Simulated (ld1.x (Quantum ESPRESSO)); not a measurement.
## boron, TM: configuration errors across variants

- Element: B (Z = 5)
- Generator: ld1.x (Quantum ESPRESSO) 7.5
- Type: norm-conserving Troullier–Martins (Kleinman–Bylander form)
- Functional: revPBE
- Relativity: non-relativistic
- Frozen core: [He]
- Valence charge: 3
- Reference configuration: 2s1 2p0 (charge +2)
- Partial waves: 2s (bound): rc 1.45 bohr; 2p (bound, empty): rc 1.60 bohr; 3d channel at 0.25 Ry: rc 1.30 bohr
- Local potential: all-electron potential smoothed inside 1.40 bohr (lloc = -2)
- Core correction: none

All-electron excitation energies from the reference (eV): (1) 2s2 2p1 -33.599; (2) 2s2 2p0 -25.427; (3) 2s2 2p0.5 -30.732; (4) 2s1 2p2 -27.695; (5) 2s0 2p3 -21.778; (6) 2s2 2p1.3 -34.327; (7) 2s1 2p1 -19.217.

2 further variants failed, have other tests or another functional or relativity, and are left out.

Errors AE − PS in meV (a dash: test not solved or not reliable):

```tsv
change	(1)	(2)	(3)	(4)	(5)	(6)	(7)	bound ghosts
base	+98	+9.9	+61	+198	+312	+109	+122	none
core correction a·sin(br)/r model core inside 1.42 bohr	+91	+7.7	+56	+188	+299	+102	+115	none
wave 2p (bound): rc 1.60 bohr becomes 2p (bound): rc 1.00 bohr	+94	+9.9	+59	+190	+296	+105	+120	none
wave 3d channel at 0.25 Ry: rc 1.30 bohr becomes 3d channel at 3.87 Ry: rc 1.30 bohr	+98	+9.9	+61	+198	+312	+109	+122	none
local potential the d channel	+102	+11	+63	+202	+314	+114	+124	none
all radii scaled by about 0.76 (s 1.10, p 1.22, d 0.98 bohr); local potential all-electron potential smoothed inside 1.06 bohr (lloc = -2)	+100	+11	+62	+202	+316	+112	+127	none
local potential all-electron potential smoothed inside 0.84 bohr (lloc = -2)	+102	+11	+63	+202	+314	+114	+124	none
```

(1) Give the same row for: type ultrasoft; waves now 2s (bound): rcut 1.25, rcutus 1.45 bohr; 2s channel at 3.05 Ry: rcut 1.25, rcutus 1.45 bohr; 2p (bound): rcut 1.40, rcutus 1.60 bohr; 2p channel at -0.1 Ry: rcut 1.40, rcutus 1.60 bohr; 3d channel at 0.25 Ry: rcut 1.15, rcutus 1.30 bohr; local potential all-electron potential smoothed inside 1.05 bohr (lloc = -1); augmentation PSQ, inside the norm-conserving radii.

## Answers

(1) +71, +3.9, +44, +153, +241, +79, +99; bound ghosts: none.
